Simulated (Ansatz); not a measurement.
Species: C3H11NO3Si (charge 0, singlet). 
Structure (B3LYP-D3(BJ)/def2-TZVP (Ansatz, an electronic-structure program) minimum search):
```xyz
19

Si    -0.0051    -0.0146     0.3161
O      0.7458     1.3819    -0.0867
C      0.0903     2.6242    -0.2642
O     -1.2101    -0.1780    -0.7821
C     -2.0843    -1.2926    -0.8550
O      1.1382    -1.1746     0.2637
C      2.1676    -1.2494    -0.7114
N     -0.6876    -0.1188     1.8707
H     -0.6603     2.5635    -1.0564
H      0.8383     3.3676    -0.5404
H     -0.3975     2.9495     0.6608
H     -2.9034    -1.0390    -1.5284
H     -1.5638    -2.1699    -1.2484
H     -2.4946    -1.5448     0.1265
H      2.8380    -2.0613    -0.4297
H      2.7324    -0.3161    -0.7597
H      1.7552    -1.4619    -1.7018
H     -0.1223    -0.2855     2.6861
H     -1.5709     0.3060     2.0960
```
Charge 0, spin multiplicity 1.

Total electronic energies in hartree. Correlated levels leave the core frozen unless marked. Spin-orbit coupling is left out. Non-relativistic. 

| level | program | energy (Eh) |
|---|---|---|
| HF/aug-cc-pV(D+d)Z | Ansatz | -688.19677 |
| RI-HF/aug-cc-pV(T+d)Z | Ansatz | -688.33079 |
| SVWN5/def2-TZVPD | Ansatz | -686.86315 |
| PBE-D4/def2-TZVPD | Ansatz + dftd4 | -690.57810 |
| BLYP-D4/def2-TZVPD | Ansatz + dftd4 | -691.09730 |
| B3LYP-D4/def2-TZVPD | Ansatz + dftd4 | -691.24962 |
| BHLYP-D4/def2-TZVPD | Ansatz + dftd4 | -691.00078 |
| r2SCANh/def2-TZVPD | Ansatz | -690.93107 |
| r2SCAN0/def2-TZVPD | Ansatz | -690.89979 |
| HSE06-D4/def2-TZVPD | Ansatz + dftd4 | -690.60311 |
| CAM-B3LYP-D3(BJ)/def2-TZVPD | Ansatz + dftd3 | -691.05803 |
| CAM-B3LYP-D4/def2-TZVPD | Ansatz + dftd4 | -691.05970 |
| LC-wPBE-D3(BJ)/def2-TZVPD | Ansatz + dftd3 | -690.88367 |
| LC-wPBE-D4/def2-TZVPD | Ansatz + dftd4 | -690.88694 |
| wB97X-V/def2-TZVPD | Ansatz | -691.02423 |
| B2GP-PLYP-D4/def2-TZVPD | Ansatz + dftd4 | -690.66465 |
| B2GP-PLYP/def2-TZVPD | Ansatz | -690.65750 |
| B2PLYP-D3(BJ)/def2-TZVPD | Ansatz + dftd3 | -690.78329 |
| MP2/6-31G | Ansatz | -688.65219 |
| CCSD/6-31G* | Ansatz | -689.33641 |
| CCSD/aug-cc-pV(D+d)Z | Ansatz | -689.58276 |
| CCSD(T)/6-31G | Ansatz | -688.72624 |

Totals of different functionals don't rank their quality; only differences between species are comparable.
